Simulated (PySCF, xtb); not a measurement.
FH6NOSi2, SMILES N[Si@@H](O)[SiH2]F.

GFN2-xTB in xtb at its own geometry gives an orbital gap of 4.52 eV and a dipole moment of 2.13 D.

Geometry: PBE-D3(BJ)/def2-SVP. The structure was generated by enumeration; whether it is a known compound was not checked. One conformer was computed; it need not be the lowest.

Q: What does PBE/def2-TZVP in PySCF give? (Estimate from the structure and the level; the computed values follow.)

A: gap 4.76 eV (levels -6.40 and -1.64 eV), dipole 1.94 D.
